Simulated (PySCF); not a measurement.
C4H8GeOSi.
Numbering: `[CH3:1][C:2](=[O:3])[SiH2:4][C:5]#[C:6][GeH3:7]` (hydrogens: H8, H9, H10 on C1; H11, H12 on Si4; H13, H14, H15 on Ge7)

A linear-response calculation (PySCF, def2-SVPD basis, gas phase, vertical, core orbitals frozen in the response) gave these numbers; the functional is withheld.

Orbital energies (eV): HOMO-3 -11.46, HOMO-2 -9.89, HOMO-1 -9.58, HOMO -8.36, LUMO -0.22, LUMO+1 0.31, LUMO+2 0.59.

| state | E (eV) | f | main configurations (H = HOMO, L = LUMO) |
| --- | --- | --- | --- |
| S1 | 3.58 | 0.0011 | H→L (82%), H→L+3 (12%) |
| S2 | 5.52 | 0.0002 | H-1→L+1 (33%), H→L+3 (20%), H-2→L+3 (19%) |
| S3 | 5.71 | 0.036 | H→L+1 (36%), H-2→L+1 (22%), H-1→L+3 (21%) |
| S4 | 5.74 | 0.0043 | H-1→L+1 (56%), H→L+3 (16%), H-2→L+3 (9%) |
| S5 | 6.36 | 0.171 | H→L+1 (47%), H-1→L (15%), H-2→L+1 (12%) |
| S6 | 6.60 | 0.066 | H→L+2 (40%), H→L+4 (27%), H→L+1 (8%) |

Triplets (Tamm–Dancoff): T1 2.94 eV, H→L (80%), H→L+3 (13%); T2 4.57 eV, H-2→L+1 (33%), H-1→L+3 (23%), H→L+1 (17%); T3 4.98 eV, H-1→L+3 (33%), H-2→L+1 (20%), H-1→L (18%); T4 5.00 eV, H-1→L+1 (42%), H-2→L+3 (20%), H→L+3 (12%).

Vertical ionisation energy by ΔSCF with the same functional: 9.06 eV. Mean static polarisability: 110.6 au.

Task: Which of these was used?
A. CAM-B3LYP
B. PBE
C. HF
D. PBE0

Result: A. CAM-B3LYP is range-separated, 19% exact exchange at short range and 65% at long range (ω = 0.33 bohr⁻¹). In this run −ε(HOMO) = 8.36 eV differs from the ΔSCF value by -0.70 eV, and S1 differs from the orbital gap of 8.14 eV by -4.56 eV. The ratio −ε(HOMO)/IP is 0.92. Usual ranges for neutral molecules in this basis: 0.85 to 0.93 with CAM-B3LYP, 0.5 to 0.7 with PBE, 0.7 to 0.83 with PBE0; Hartree–Fock can't fall below 1, since the ion's relaxation only lowers the ΔSCF value. The other options: PBE, a GGA without exact exchange; HF, time-dependent Hartree–Fock, 100% exact exchange; PBE0, a global hybrid with 25% exact exchange.

Method: TDDFT CAM-B3LYP/def2-SVPD, vertical, gas phase, core orbitals frozen in the response in PySCF. The structure is a single PBE0-D3(BJ)/def2-SVP conformer in the gas phase; no vibrational or solvent corrections. Relativistic effects, spin–orbit coupling among them, are left out although an element past zinc is present.

Shape of the structure used: `[CH3:1][C:2](=[O:3])[SiH2:4][C:5]#[C:6][GeH3:7]`: C1–C2–Si4–C5 8°.
